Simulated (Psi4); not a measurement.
Dimer: CH4 (SMILES C) (first 5 atoms) with C2H2 (SMILES C#C); geometry from B3LYP-D3(BJ)/def2-TZVP, rigid monomers moved along the line of their centres of mass till C1···H9 is 3.89 Å.
(charge 0, multiplicity 1):
```xyz
9

C      0.009     0.212    -0.507
H      0.160     0.308    -1.581
H      0.967     0.023    -0.023
H     -0.420     1.136    -0.122
H     -0.669    -0.619    -0.314
C      0.117    -0.471     5.520
C     -0.154    -0.302     4.367
H      0.361    -0.621     6.544
H     -0.394    -0.153     3.342
```

The numbers are results of SAPT0/jun-cc-pV(D+d)Z (Psi4), not measurements.

**Question.** Give the four SAPT terms and the total, and say what mostly holds the pair together.

**Answer.** electrostatics -0.07, exchange 0.01, induction -0.01, dispersion -0.12, total -0.19 kcal/mol; the largest attraction is dispersion.
